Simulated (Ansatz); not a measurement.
**Molecular dynamics of Ca32H**

input.yaml

```yaml
crystal:
  lattice:
    - [11.16, 0.0, 0.0]
    - [0.0, 11.16, 0.0]
    - [0.0, 0.0, 11.16]
  atoms:
    - { symbol: Ca, position: [0.50090739, 0.00171688, 0.00154324] }
    - { symbol: Ca, position: [0.74943677, 0.25064333, -6.074e-05] }
    - { symbol: Ca, position: [0.74939857, 0.00016102, 0.25054488] }
    - { symbol: Ca, position: [-8.062e-05, 0.00013869, 4.447e-05] }
    - { symbol: Ca, position: [0.25171249, 0.25091488, 0.00154252] }
    - { symbol: Ca, position: [0.5006378, 0.49944271, -6.333e-05] }
    - { symbol: Ca, position: [0.74916493, 0.74840746, 0.00152318] }
    - { symbol: Ca, position: [0.2516815, 0.00168528, 0.25068366] }
    - { symbol: Ca, position: [0.50864753, 0.25865271, 0.25852162] }
    - { symbol: Ca, position: [0.74143111, 0.49143764, 0.25850842] }
    - { symbol: Ca, position: [0.50070908, 0.00024118, 0.49923549] }
    - { symbol: Ca, position: [0.74146591, 0.25860354, 0.49133821] }
    - { symbol: Ca, position: [0.74926308, 0.00169238, 0.74824144] }
    - { symbol: Ca, position: [-0.00159719, 0.4991735, 0.00152031] }
    - { symbol: Ca, position: [0.25013649, 0.74992299, 4.448e-05] }
    - { symbol: Ca, position: [-3.974e-05, 0.25065715, 0.25052119] }
    - { symbol: Ca, position: [0.25015142, 0.49940791, 0.25054025] }
    - { symbol: Ca, position: [0.5006524, 0.74997234, 0.25052027] }
    - { symbol: Ca, position: [-0.00161956, 0.00171694, 0.49904082] }
    - { symbol: Ca, position: [0.25023417, 0.25070996, 0.49923893] }
    - { symbol: Ca, position: [0.50860477, 0.49146585, 0.49133171] }
    - { symbol: Ca, position: [0.74940741, 0.74993695, 0.49927672] }
    - { symbol: Ca, position: [0.25014469, 0.00014684, 0.74982086] }
    - { symbol: Ca, position: [0.50072689, 0.25073094, 0.74966318] }
    - { symbol: Ca, position: [0.74936662, 0.49937127, 0.7497101] }
    - { symbol: Ca, position: [-0.00158268, 0.74842479, 0.25073473] }
    - { symbol: Ca, position: [-7.258e-05, 0.4994125, 0.49927747] }
    - { symbol: Ca, position: [0.25171433, 0.74838659, 0.49903647] }
    - { symbol: Ca, position: [-0.00160931, 0.25086788, 0.74822726] }
    - { symbol: Ca, position: [0.25168705, 0.49926726, 0.74824287] }
    - { symbol: Ca, position: [0.50086463, 0.74839614, 0.74822543] }
    - { symbol: Ca, position: [-8.518e-05, 0.74991827, 0.74982453] }
    - { symbol: H, position: [0.62529045, 0.37535345, 0.37400976] }
basis:
  ecutwfc: 420.0
kpoints:
  mp_grid: { grid: [1, 1, 1] }
hamiltonian:
  xc: pbesol
scf:
  occupations: { method: fermi_dirac, width: 0.05 }
  lower_state_search: "off"
md:
  timestep: 0.75
  n_steps: 300
  ensemble: nvt_langevin
  temperature: 1500.0
  initial_velocities: maxwell_boltzmann
  seed: 214937
  friction: 0.01
```

Command:

```bash
$ ansatz run input.yaml --threads 4 --pin off --max-ram 10240MiB --backend cpu --events-out ev --progress --plain --runs-dir out
```

It starts from a relaxed structure.

Output, in part (step lines):

```
md step     0: t =     0.00 fs  T =  1454.5 K  F+E_penalty+E_count = -57418.26921622 eV  E_kin = 6.204480 eV  (9 SCF iters)
md step     1: t =     0.75 fs  T =  1481.1 K  F+E_penalty+E_count = -57418.26694534 eV  E_kin = 6.317819 eV  (6 SCF iters)
md step     2: t =     1.50 fs  T =  1484.7 K  F+E_penalty+E_count = -57418.26025337 eV  E_kin = 6.333240 eV  (6 SCF iters)
md step     3: t =     2.25 fs  T =  1477.4 K  F+E_penalty+E_count = -57418.24920456 eV  E_kin = 6.301924 eV  (6 SCF iters)
md step     4: t =     3.00 fs  T =  1430.1 K  F+E_penalty+E_count = -57418.23339156 eV  E_kin = 6.100001 eV  (6 SCF iters)
md step     5: t =     3.75 fs  T =  1401.3 K  F+E_penalty+E_count = -57418.21302466 eV  E_kin = 5.977301 eV  (4 SCF iters)
md step     6: t =     4.50 fs  T =  1397.8 K  F+E_penalty+E_count = -57418.18869106 eV  E_kin = 5.962263 eV  (4 SCF iters)
md step     7: t =     5.25 fs  T =  1388.0 K  F+E_penalty+E_count = -57418.16081536 eV  E_kin = 5.920735 eV  (4 SCF iters)
[... lines left out ...]
```

The steps, from the saved trajectory:

```csv
time (fs),T (K),potential energy less start (eV)
0,1455,0.000
7.5,1383,0.206
15,1212,0.639
22.5,1146,1.261
30,864,2.010
37.5,748,2.686
45,745,3.099
52.5,745,3.424
60,799,3.815
67.5,889,3.960
75,826,4.555
82.5,799,4.423
90,868,4.653
97.5,911,4.883
105,1000,4.741
112.5,1111,4.738
120,882,4.930
127.5,780,4.972
135,826,5.070
142.5,916,5.126
150,1267,5.181
157.5,1195,5.285
165,1173,5.499
172.5,1011,5.542
180,1066,5.466
187.5,1197,5.177
195,1408,5.115
202.5,1586,4.806
210,1638,4.663
217.5,1639,4.802
225,1737,4.652
```

The run went to its last step. The mean temperature of the second half is 21 % below the set value. A run of 0.23 ps of so small a system gives no equilibrium averages. Limits of this set-up: coarse k mesh, odd electron count without spin, a small cell, in which the defect meets its images.

Mean squared displacements from the first frame to the last, about the centre of mass: Ca 0.22 Å², H 0.07 Å².

Last frame:

```xyz
33
Lattice="11.1600 0.0000 0.0000 0.0000 11.1600 0.0000 0.0000 0.0000 11.1600" Properties=species:S:1:pos:R:3
Ca 5.468 0.126 0.475
Ca 8.105 3.154 -0.138
Ca 8.354 0.271 3.112
Ca -0.408 -0.082 -0.086
Ca 2.390 2.780 0.230
Ca 5.429 5.771 0.414
Ca 8.278 8.243 -0.106
Ca 2.493 0.326 2.236
Ca 6.096 2.771 3.054
Ca 8.369 5.521 3.032
Ca 5.365 -0.049 5.498
Ca 8.558 2.697 5.330
Ca 8.084 0.013 8.017
Ca -0.098 5.350 -0.124
Ca 2.724 8.359 -0.165
Ca 0.058 2.752 2.417
Ca 2.400 5.326 3.074
Ca 5.535 8.548 2.655
Ca 0.045 0.075 5.473
Ca 2.269 2.728 5.872
Ca 5.490 5.331 5.307
Ca 8.370 8.268 5.527
Ca 2.981 0.152 9.060
Ca 5.987 2.755 7.780
Ca 8.924 5.444 7.954
Ca 0.042 8.528 2.631
Ca -0.120 5.345 5.384
Ca 2.609 8.354 6.030
Ca -0.319 2.339 8.421
Ca 2.126 5.359 8.581
Ca 5.763 7.476 8.294
Ca 0.076 8.424 8.746
H 7.051 4.238 4.384
```

Time of the run: 10 min on 4 threads of Intel(R) Xeon(R) Platinum 8488C (Sapphire Rapids), with other jobs on the host, peak memory 1.2 GiB.
